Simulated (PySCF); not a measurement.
## In (indium, neutral) across methods

[Kr] 4d10 5s2 6s1, 2S determinant (an excited configuration). Computed with PySCF 2.14 in aug-cc-pwCVTZ-PP with ECP28MDF (8s7p6d4f1g, 96 functions), with scalar relativity through the core potential.

```csv
method,E (hartree),mean ε 5s β (eV),mean ε 5s α (eV),mean ε 6s α (eV),Σ⟨r²⟩ (bohr²),⟨S²⟩
r2SCAN,-190.0755,-11.273,-11.184,-1.702,99.25,0.750
PBE,-190.0198,-10.975,-11.032,-1.754,99.31,0.750
B97-3,-190.0619,-11.752,-11.779,-1.920,100.4,0.750
PBE0,-190.0130,-11.791,-11.871,-2.025,100.2,0.750
BLYP,-189.9830,-10.992,-11.011,-1.529,98.71,0.750
LDA,-189.6943,-11.327,-11.383,-1.709,97.73,0.750
HSE06,-190.0116,-11.460,-11.532,-1.763,100.0,0.750
UHF,-189.11101,-13.344,-13.527,-2.511,103.6,0.750
wB97X,-190.0415,-14.127,-14.150,-2.730,100.9,0.750
```

Energies and moments cover only the electrons outside the core potential. The outer electron is Rydberg-like, and this basis confines it to a smaller radius and binds it less than a complete one would.
